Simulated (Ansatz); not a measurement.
C2H3FSi, SMILES `C=C[Si]F` (excited triplet; C–C–Si–F torsion 0°) (charge 0, multiplicity 3). This triplet is an excited state, 1.77 eV above the relaxed singlet at the level B3LYP/cc-pVTZ // PBE0-D3(BJ)/def2-TZVP (Ansatz, a first-principles code).

All values below come from Ansatz with BLYP/cc-pVTZ // PBE0-D3(BJ)/def2-TZVP.

Ansatz 0.2 input:
```yaml
crystal:
  periodic: [false, false, false]
  atoms:
    - { symbol: C, position_ang: [-0.97247, 0.22406, -0.03186] }
    - { symbol: C, position_ang: [0.033834, -0.591251, 0.343197] }
    - { symbol: Si, position_ang: [1.784057, -0.294784, -0.009737] }
    - { symbol: F, position_ang: [2.131038, 1.041478, -0.82874] }
    - { symbol: H, position_ang: [-2.001095, -0.016633, 0.214596] }
    - { symbol: H, position_ang: [-0.801455, 1.139431, -0.586108] }
    - { symbol: H, position_ang: [-0.173908, -1.5023, 0.898651] }
basis:
  gaussian: { orbitals: cc-pVTZ }
hamiltonian:
  xc: blyp
magnetization:
  spin_polarized: true
  initial_magnetization: 2
```

Output:

```
Functional definition: BLYP
929 factors; their error is unknown
mean field evaluation 1: about -12695.4784 eV, gradient 6.3e1 eV
mean field evaluation 2: about -12532.4517 eV, gradient 1.5e2 eV
mean field evaluation 4: about -12709.2569 eV, gradient 3.7e1 eV
mean field evaluation 8: about -12716.4710 eV, gradient 3.5e-1 eV
mean field evaluation 16: about -12716.4343 eV, gradient 3.9e-4 eV
mean field -12716.43431331 eV, -467.3203415055 hartree, gradient 3.4e-5 eV, S^2 2.006452; 0 other end points of the search recorded, 0 dependent functions left out
reference -12716.43461667 eV, -467.3203526535 hartree; 20, 18 occupied and 146, 148 virtual orbitals, 929 factors
Total energy: -12716.43461667 eV, -467.3203526535 hartree
```
